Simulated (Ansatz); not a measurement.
Ansatz (a program for electronic structure) input (PBE/cc-pVTZ): A basis named .json is the Basis Set Exchange file of that set (core-valence sets with the plain set on hydrogen).

Ansatz 0.2 input:
```yaml
crystal:
  periodic: [false, false, false]
  atoms:
    - {symbol: H, position_ang: [0.00000000, 0.00000000, 0.00000000]}
basis:
  gaussian:
    orbitals: cc-pVTZ
    fitting: {mean_field: def2-universal-JFIT.json}
hamiltonian:
  xc: {name: PBE}
magnetization: {spin_polarized: true, initial_magnetization: 1}
scf: {lower_state_search: full}
```

Output:

```
Functional definition: PBE
integrals: 0.00 GiB planned
11 factors; integrals over basis functions are off by at most 2.0e0 eV
mean field: 0.04 GiB planned
mean field evaluation 1: about -13.5908 eV, gradient 5.6e-1 eV
mean field evaluation 2: about -13.5908 eV, gradient 5.6e-1 eV
mean field evaluation 4: about -13.5954 eV, gradient 1.0e-3 eV
mean field evaluation 8: about -13.5908 eV, gradient 5.6e-1 eV
mean field evaluation 16: about -1.8836 eV, gradient 1.9e1 eV
mean field -13.59536149 eV, -0.4996203195 hartree, gradient 1.1e-5 eV, S^2 0.750000; 2 other end points of the search recorded, 0 dependent functions left out
reference -13.59538175 eV, -0.4996210641 hartree; 1, 0 occupied and 13, 14 virtual orbitals, 11 factors
Total energy: -13.59538175 eV, -0.4996210641 hartree
```
